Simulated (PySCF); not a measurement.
A species of formula C3H11NSi2 has this rotational fingerprint, computed with CAM-B3LYP/def2-SVPD in PySCF (dipole) on a GFN2-xTB geometry, gas phase:

| Quantity | Value |
| --- | --- |
| Rotational constants | A = 2415, B = 1561, C = 1348 MHz |
| Dipole components | \|μa\| = 0.73 D, \|μb\| = 1.12 D, \|μc\| = 0.47 D |
| Inertial defect | -158.04 u·Å² |
| κ | -0.60 |

Task: Which candidate fits, each taken in the one conformer that was computed?
A. `[CH3:1][Si@@H:2]1[CH2:3][CH2:4][SiH2:5][NH:6]1` with C1–Si2–C3–C4 -148°, Si2–C3–C4–Si5 37°, C3–C4–Si5–N6 -27°, C4–Si5–N6–Si2 6°
B. `[CH2:1]=[CH:2][Si@@:3]([CH3:4])([NH2:5])[SiH3:6]` with C1–C2–Si3–C4 -142°, C2–Si3–N5–H -51° and 171°
C. `[CH3:1][NH:2][SiH2:3]/[CH:4]=[CH:5]/[SiH3:6]` with C1–N2–Si3–C4 175°, N2–Si3–C4–C5 -22°

Result: B. It is C=C[Si@@](C)(N)[SiH3], an asymmetric top, point group C1. The candidates at the same level (rigid rotor, commonest isotopes):

| SMILES | A (MHz) | B (MHz) | C (MHz) | μa (D) | μb (D) | μc (D) | Δ (u·Å²) | point group | rotor |
| --- | --- | --- | --- | --- | --- | --- | --- | --- | --- |
| CN[SiH2]/C=C/[SiH3] | 5914 | 799.8 | 722.0 | 0.61 | 0.63 | 0.56 | -17.39 | C1 | near-prolate asymmetric top |
| C[Si@@H]1CC[SiH2]N1 | 4076 | 1690 | 1344 | 0.51 | 0.05 | 0.28 | -47.20 | C1 | asymmetric top |
| C=C[Si@@](C)(N)[SiH3] | 2415 | 1561 | 1348 | 0.73 | 1.12 | 0.47 | -158.04 | C1 | asymmetric top |

`C[Si@@H]1CC[SiH2]N1` has A 69 % too high; `CN[SiH2]/C=C/[SiH3]` has A 145 % too high. No structure here is proved a minimum.
